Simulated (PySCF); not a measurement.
Harmonic spectrum computed at PBE0 in the def2-TZVP basis family (core potentials from Rb on, PySCF, no spin–orbit coupling):

```json
{"symmetry": "a1", "ω (cm⁻¹)": "1011", "IR (km/mol)": "71.2"}
{"symmetry": "a1", "ω (cm⁻¹)": "2048", "IR (km/mol)": "206"}
{"symmetry": "b2", "ω (cm⁻¹)": "2051", "IR (km/mol)": "254"}
```

Question: Which molecule gave it? In each, all ligands are bound to the one heavy central atom.
A. CdH₂ (singlet)
B. SiH₂ (singlet)
C. H₂S (singlet)
D. MgH₂ (singlet)

Answer: B. It has C2v symmetry with Si–H 1.526 Å (×2).
